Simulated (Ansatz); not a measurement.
Reaction: C2H6Si (ethenylsilane, SMILES C=C[SiH3]) → C2H5Si (SMILES [CH]=C[SiH3], doublet) + H (doublet) (the C-H bond breaks)
Each species at its own B3LYP-D3(BJ)/def2-TZVP minimum (Ansatz, a first-principles code).

Total energies in hartree (Ansatz). UHF or UKS for unpaired electrons; spin-orbit terms are left out. Correlated methods leave the cores frozen. No relativity. For partners of very few electrons the exact lower level stands in for a higher one. The UHF reference of C2H5Si ([CH]=C[SiH3], doublet) is spin-contaminated (<S^2> up to 0.17 over the pure value in the sets run).

| species | HF/cc-pV(T+d)Z | CCSD(T)/cc-pV(T+d)Z | HF/cc-pV(Q+d)Z | CCSD(T)/cc-pV(Q+d)Z | CCSD(T)/cc-pV(D+d)Z | CCSDT(Q)/cc-pV(D+d)Z |
|---|---|---|---|---|---|---|
| 1: C2H6Si (ethenylsilane, SMILES C(=C)[SiH3]) | -368.17813 | -368.69745 | -368.18696 | -368.73185 | -368.57819 | -368.58009 |
| 2: C2H5Si (SMILES [CH]=C[SiH3], doublet) | -367.53702 | -368.01570 | -367.54570 | -368.04896 | -367.90214 | -367.90471 |
| 3: H (doublet) | -0.49981 | -0.49981 | -0.49995 | -0.49995 | -0.49928 | -0.49928 |

**Question.** Work out the bond dissociation energy (electronic) in kJ/mol: take Hartree-Fock from cc-pV(Q+d)Z, extrapolate the CCSD(T) correlation energy as X^-3 (X = 3, 4), and add CCSDT(Q) - CCSD(T) in cc-pV(D+d)Z. 1 hartree = 2625.5 kJ/mol.

**Answer.** 
Species 1: correlation (64·(-0.54489) - 27·(-0.51932))/37 = -0.56355; step -0.00190; E1 = -368.18696 + (-0.56355) + (-0.00190) = -368.75241
Species 2: correlation (64·(-0.50326) - 27·(-0.47868))/37 = -0.52120; step -0.00257; E2 = -367.54570 + (-0.52120) + (-0.00257) = -368.06947
Species 3: correlation (64·(0.00000) - 27·(0.00000))/37 = 0.00000; step +0.00000; E3 = -0.49995 + (0.00000) + (+0.00000) = -0.49995
-1·E1 +1·E2 +1·E3 = 0.18299 hartree = 480.4 kJ/mol.
